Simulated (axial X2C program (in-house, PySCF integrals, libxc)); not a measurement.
**Low determinants of GaCl⁻ at the PBE0 level, with spin–orbit coupling**

Computed with an in-house all-electron X2C program for linear molecules (integrals from PySCF). Two-component (2c) means X2C with spin–orbit coupling and atomic mean-field two-electron Coulomb and Gaunt terms. Basis: Ga dyall-acv3z [10s10p8d5f1g], Cl dyall-av3z [9s8p3d2f] (cores contracted in-house); Gaussian nuclei, density fitting, unrestricted open shells. Masses: Ga 68.926 u, Cl 34.969 u.

Search at 2.376 Å (vertical energies from the lowest determinant):

| ΔE (eV) | state | electrons beyond evenly filled partner blocks | electrons in ±ω = 1/2, 3/2, 5/2, 7/2 |
| --- | --- | --- | --- |
| 0.00 | Ω = 1/2 | ω = 1/2 | 35 12 2 0 |
| 0.04 | Ω = 3/2 | ω = 3/2 | 34 13 2 0 |
| 2.54 | Ω = 5/2 | ω = 5/2 | 34 12 3 0 |
| 3.99 | Ω = 1/2 | 2 × ω = -1/2, ω = 3/2 | 34 13 2 0 |
| 4.12 | Ω = 5/2 | 2 × ω = 1/2, ω = 3/2 | 34 13 2 0 |
| 4.71 | Ω = 3/2 | 3 × ω = 1/2 | 35 12 2 0 |
| 5.47 | Ω = 5/2 | ω = -1/2, 2 × ω = 3/2 | 35 12 2 0 |

Lowest determinant, Ω = 1/2 (⟨Sz⟩ = -0.50, ⟨Lz⟩ = 1.00 at PBE0): Re = 2.364 Å, ωe = 248.7 cm⁻¹.

The determinant in row 2 of the search, Ω = 3/2 (⟨Sz⟩ = 0.50, ⟨Lz⟩ = 1.00 at PBE0), was followed along the bond at PBE0; measured from the minimum of the lowest determinant it gives:

Te = 0.043 eV (348 cm⁻¹), Re = 2.358 Å, ωe = 251.1 cm⁻¹.

(1) Compare the bond of the determinant in row 2 with that of the lowest one.

The search compares states at one distance, so a state with another bond length can lie lower; it is not exhaustive and yields mostly the lowest determinant of each block pattern, so other components and higher states of one pattern are missing. These are energies of single determinants, not of spin-adapted states; PBE0 term energies can be off by some tenths of an eV, and the functional has no current term. For an anion, determinants above electron detachment are held by the basis set. Row 1 has a positive highest level at its minimum. Row 2 has a positive highest level at its minimum.

Answers

(1) At PBE0 its Re is 0.006 Å shorter and its force constant, which goes as ωe², is 1.02 times that of the lowest determinant. T0 ≈ Te + Δωe/2 = 348 + (1) = 349 cm⁻¹.
